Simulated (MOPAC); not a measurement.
Input file for MOPAC: PM6 on TiSn, 2S+1 = 5, a spin state set in the input, which need not be the lowest, a point of a bond scan (R = 2.932 Å).

```
PM6 1SCF PRECISE CHARGE=0 UHF MS=2 THREADS=1
SnTi

Ti     0.00000000 1     0.00000000 1     0.00000000 1
Sn     0.00000000 1     0.00000000 1     2.93222200 1
```

The log:

```
*******************************************************************************
 **                                                                           **
 **                              MOPAC v23.2.5                                **
 **                                                                           **
 *******************************************************************************
 ** MOPAC's Digital Object Identifier: https://doi.org/10.5281/zenodo.6511958 **
 **                                                                           **
 ** Please cite the open-source release paper for use of this MOPAC version:  **
 ** J. E. Moussa and J. J. P. Stewart (2026)                                  **
 ** MOPAC: An open-source semiempirical molecular orbital program             **
 ** J. Open Source Softw., 11(119), 8025, https://doi.org/10.21105/joss.08025 **
 *******************************************************************************

                              PM6 CALCULATION RESULTS

 *******************************************************************************
 *  PM6        - The PM6 Hamiltonian to be used
 *  UHF        - UNRESTRICTED HARTREE-FOCK CALCULATION
 *
 *
 *
 *                 CHARGE ON SYSTEM = 0
 *
 *
 *
 *  MS=        - IN MECI, MAGNETIC COMPONENT OF SPIN =  2.0
 *  PRECISE    - TIGHTER CRITERIA TO BE USED
 *  1SCF       - DO 1 SCF AND THEN STOP
 *  THREADS=1  - MULTI-THREADING NOT USED
 *  T=         - A TIME OF 172800.0 SECONDS REQUESTED
 *  DUMP=N     - RESTART FILE WRITTEN EVERY 7200.0 SECONDS REQUESTED
 *******************************************************************************
PM6 1SCF PRECISE CHARGE=0 UHF MS=2 THREADS=1
 SnTi

   ATOM   CHEMICAL          X               Y               Z
  NUMBER   SYMBOL      (ANGSTROMS)     (ANGSTROMS)     (ANGSTROMS)

     1      Ti          0.00000000  *   0.00000000  *   0.00000000  *
     2      Sn          0.00000000  *   0.00000000  *   2.93222200  *



          CARTESIAN COORDINATES

    NO.       ATOM           X           Y           Z

     1        Ti          0.0000      0.0000      0.0000
     2        Sn          0.0000      0.0000      2.9322

 General Reference for PM6:
 "Optimization of Parameters for Semiempirical Methods V: Modification of NDDO Approximations
 and Application to 70 Elements", J. J. P. Stewart, J. Mol. Mod., 13, 1173-1213 (2007)
 URL: https://link.springer.com/article/10.1007/s00894-007-0233-4

           Empirical Formula: Ti Sn  =     2 atoms



      MOLECULAR POINT GROUP   :   C*v


          UHF CALCULATION, NO. OF ALPHA ELECTRONS =    6
                           NO. OF BETA  ELECTRONS =    2

 -------------------------------------------------------------------------------
 PM6 1SCF PRECISE CHARGE=0 UHF MS=2 THREADS=1
 SnTi



     1SCF WAS SPECIFIED, SO BFGS WAS NOT USED
     SCF FIELD WAS ACHIEVED


                              PM6 CALCULATION
                                                       MOPAC v23.2.5 Linux




          FINAL HEAT OF FORMATION =         82.63277 KCAL/MOL =     345.73552 KJ/MOL


          COSMO AREA              =        130.59 SQUARE ANGSTROMS
          COSMO VOLUME            =        129.06 CUBIC ANGSTROMS

          IONIZATION POTENTIAL    =          7.108980 EV
          ALPHA SOMO LUMO (EV)    =         -7.109 -3.996
          BETA  SOMO LUMO (EV)    =         -7.692 -3.292
          NO. OF ALPHA ELECTRONS  =          6
          NO. OF BETA  ELECTRONS  =          2
          MOLECULAR WEIGHT        =        166.5900         POINT GROUP:  C*v

          MOLECULAR DIMENSIONS (Angstroms)

            Atom       Atom       Distance
           Sn     2   Ti     1     2.93222
           Sn     2   Ti     1     0.00000
           Ti     1   Sn     2     0.00000


          SCF CALCULATIONS        =          1





   ATOM   CHEMICAL          X               Y               Z
  NUMBER   SYMBOL      (ANGSTROMS)     (ANGSTROMS)     (ANGSTROMS)

     1      Ti          0.00000000  *   0.00000000  *   0.00000000  *
     2      Sn          0.00000000  *   0.00000000  *   2.93222200  *

                             CARTESIAN COORDINATES

   1   Ti        0.000000000     0.000000000     0.000000000
   2   Sn        0.000000000     0.000000000     2.932222000


           Empirical Formula: Ti Sn  =     2 atoms



      MOLECULAR POINT GROUP   :   C*v


          ALPHA EIGENVALUES
 -13.77965  -8.98520  -8.95990  -8.81003  -8.81003  -7.10898  -3.99647  -2.56040
  -2.56040  -0.39173   3.01887   3.01887   3.33362


           BETA EIGENVALUES
 -13.40184  -7.69230  -3.29230  -3.06229  -3.06229  -3.01673  -1.92078  -1.92078
  -1.58239   1.93930   5.12872   5.12872   5.76256


              NET ATOMIC CHARGES AND DIPOLE CONTRIBUTIONS

  ATOM NO.   TYPE          CHARGE      No. of ELECS.   s-Pop       p-Pop       d-Pop
    1         Ti          -0.720883        4.7209     0.00480     0.18296     4.53312
    2         Sn           0.720883        3.2791     1.91577     1.36335
 DIPOLE           X         Y         Z       TOTAL
 POINT-CHG.     0.000     0.000    10.153    10.153
 HYBRID         0.000     0.000    -2.224     2.224
 SUM            0.000     0.000     7.929     7.929


          ATOMIC ORBITAL ELECTRON POPULATIONS

     Atom    s        px        py        pz      x^2-y^2     xz        z^2       yz        xy
    1 Ti   0.00480   0.00478   0.00478   0.17341   1.00000   0.93748   1.65816   0.93748   0.00000
    2 Sn   1.91577   0.05774   0.05774   1.24786


                    (SZ)    =    2.000000
                    (S**2)  =    6.005459


          ATOMIC ORBITAL SPIN POPULATIONS

    Atom   Total    s     px     py     pz   x^2-y^2  xz     z^2    yz     xy
         Atomic
    1 Ti  3.2860 -0.000  0.005  0.005  0.077  1.000  0.937  0.325  0.937  0.000
    2 Sn  0.7140 -0.013  0.058  0.058  0.611

 **********************
 *                    *
 * JOB ENDED NORMALLY *
 *                    *
 **********************




 == MOPAC DONE ==
```

The run finished.

Cost: around 0.04 core-seconds (rough).
